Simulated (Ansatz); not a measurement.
`F[B]([ZnH])CCl`, charge 0, multiplicity 1.

**Question.** Give a relaxed structure at PBE0-D4/def2-TZVP (Ansatz 0.2.0). (Estimate.)

**Answer.** Ansatz gave: 
```xyz
8

F     1.7032    0.8766   -0.5454
B     0.6236    0.3226    0.0036
Zn    0.7931   -1.0004    1.6209
C    -0.7437    0.6174   -0.7399
Cl   -0.9664   -0.9875   -1.5282
H     0.9009   -1.9800    2.8251
H    -1.6124    0.7842   -0.1056
H    -0.6982    1.3672   -1.5305
```
